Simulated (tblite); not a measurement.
Compound: C7H11 (doublet state).
SMILES with atom numbers: `[CH2:1][CH2:2]/[C:3]([CH:4]=[CH2:5])=[CH:6]\[CH3:7]` (hydrogens: H8, H9 on C1; H10, H11 on C2; H12 on C4; H13, H14 on C5; H15 on C6; H16, H17, H18 on C7)

Structure used (GFN2-xTB), in Å, numbered top down from 1:
```xyz
18
C7H11 angstrom
C      0.0304    1.9540    0.4124
C     -0.0212    1.0137   -0.7203
C      0.1493   -0.3905   -0.1537
C      1.5018   -0.9019    0.0110
C      2.6371   -0.2421   -0.1892
C     -0.8877   -1.1412    0.2406
C     -2.3366   -0.7942    0.2008
H     -0.8513    2.1389    0.9956
H      0.9755    2.2407    0.8318
H     -0.9743    1.0805   -1.2459
H      0.7820    1.2035   -1.4338
H      1.5514   -1.9336    0.3398
H      2.6703    0.7874   -0.5010
H      3.5917   -0.7153   -0.0346
H     -0.6814   -2.1271    0.6419
H     -2.7804   -0.9592    1.1827
H     -2.8562   -1.4454   -0.5041
H     -2.5092    0.2381   -0.0856
```

Method: GFN2-xTB as coded in tblite; computed harmonic values from a numerical Hessian at the method's own geometry, unscaled. The method is semi-empirical: single wavenumbers can be off by several per cent or more. One conformer, not necessarily the lowest. Open shells enter through the occupations alone, without spin polarisation, and single modes of such species can be off by tens of per cent.

Harmonic wavenumbers (cm⁻¹): 47.3, 82.7, 105.8, 163.2, 168.0, 234.4, 253.3, 355.0, 440.9, 483.0, 518.3, 555.9, 686.5, 786.8, 808.2, 818.7, 882.5, 988.9, 998.2, 1006.0, 1026.3, 1069.1, 1121.3, 1125.5, 1196.9, 1231.5, 1248.5, 1293.4, 1341.9, 1400.4, 1407.1, 1415.8, 1473.4, 1475.5, 1497.6, 1663.6, 1673.1, 2975.3, 2981.3, 2983.4, 3005.4, 3027.9, 3036.6, 3066.7, 3111.0, 3128.9, 3132.0, 3167.1.

A = 3808, B = 1999, C = 1433 MHz; mass 95.086 u (most abundant isotopes); point group C1, symmetry number 1; spin multiplicity 2.

**Question.** What is the zero-point energy?

**Answer.** ½Σν̃ = 33330 cm⁻¹ = 95.30 kcal/mol.

**Question.** Entropy at 298.15 K, 1 bar (ideal gas, RRHO, classical rotation)?

**Answer.** Translation 39.59, rotation 27.78, vibration 26.34, spin (R ln 2) 1.38: S = 95.1 cal/(mol K).

**Question.** And Cp and H(298.15 K) − H(0)?

**Answer.** Cp = 34.83 cal/(mol K), of which vibrations give 26.88 (their classical limit is 48 R = 95.4); H(298.15 K) − H(0) = 6.48 kcal/mol without the zero-point energy, 4.11 from vibrations.

**Question.** Blend soft modes into free rotors: weight 1/[1 + (100 cm⁻¹/ν̃)⁴] for the oscillator and the rest for a rotor with moment μB/(μ + B), μ = h/(8π²ν), B = 10⁻⁴⁴ kg m². What vibrational entropy results?

**Answer.** 24.28 cal/(mol K) in place of 26.34, which changes −T·S at 298.15 K by +0.61 kcal/mol.

**Question.** How do the functions run with temperature in this model?

**Answer.** 
```
T (K)  S (cal/(mol K))  Cp (cal/(mol K))  H − H(0) (kcal/mol)  G − H(0) (kcal/mol)  ln q(vib)
  150             76.1              22.2                 2.28                -9.13       2.80
  250             89.3              30.5                 4.91               -17.43       5.19
  400            106.6              43.8                10.49               -32.15       8.67
  600            127.2              58.1                20.76               -55.57      13.21
  900            153.6              72.2                40.46               -97.82      19.68
```

q(vib) and H(0) count from the zero-point level.

**Question.** Which modes carry the vibrational entropy at 298.15 K?

**Answer.** 47.3 cm⁻¹: 4.93; 82.7 cm⁻¹: 3.83; 105.8 cm⁻¹: 3.34; 163.2 cm⁻¹: 2.51; 168.0 cm⁻¹: 2.46; 234.4 cm⁻¹: 1.84 cal/(mol K); the other 42 give 7.42 together.

**Question.** What must be added to the electronic energy to get the Gibbs energy at 298.15 K and 1 bar?

**Answer.** ZPE + [H(298.15 K) − H(0)] − T·S = 95.30 + 6.48 − 28.35 = 73.43 kcal/mol.

Hindered rotation and anharmonicity are outside this model. Other conformers, if any are populated, would add a mixing term that is left out. The structure is chiral; the term R ln 2 for an equal mix with its mirror image is left out.

Time: 0.54 s. Hardware: an Arm Neoverse V1 with one thread, shared host. The figure is for the frequency step alone.
